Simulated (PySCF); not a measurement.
Cr (chromium, neutral) across methods

[Ar] 3d4 4s1 4p1, one real determinant (an excited configuration). Computed with PySCF 2.14 in x2c-QZVPPall, with scalar relativity by spin-free X2C-1e.

```
method  E (hartree)  mean ε 3d α (eV)  mean ε 4s α (eV)  mean ε 4p α (eV)  Σ⟨r²⟩ (bohr²)    ⟨S²⟩
  BLYP    -1050.715            -8.186            -6.074            -2.327          48.95  12.000
  PBE0    -1050.469           -10.442            -7.114            -3.250          48.16  12.000
   LDA    -1048.352            -8.530            -6.461            -2.605          48.10  12.000
   UHF  -1049.60557           -16.260            -9.257            -5.096          48.69  12.001
M06-2X    -1050.659           -12.190            -7.944            -3.724          47.45  12.001
 B97-3    -1050.534           -10.428            -6.982            -3.192          48.18  12.001
r2SCAN    -1050.648            -8.754            -6.543            -2.692          47.65  12.001
```

Q: Estimate the same row for PBE.

A: E (hartree) = -1050.440; mean ε 3d α (eV) = -8.389; mean ε 4s α (eV) = -6.287; mean ε 4p α (eV) = -2.575; Σ⟨r²⟩ (bohr²) = 48.41; ⟨S²⟩ = 12.000.

⟨L²⟩ = 8.01 against 12 for a pure F term, so this real determinant mixes terms.
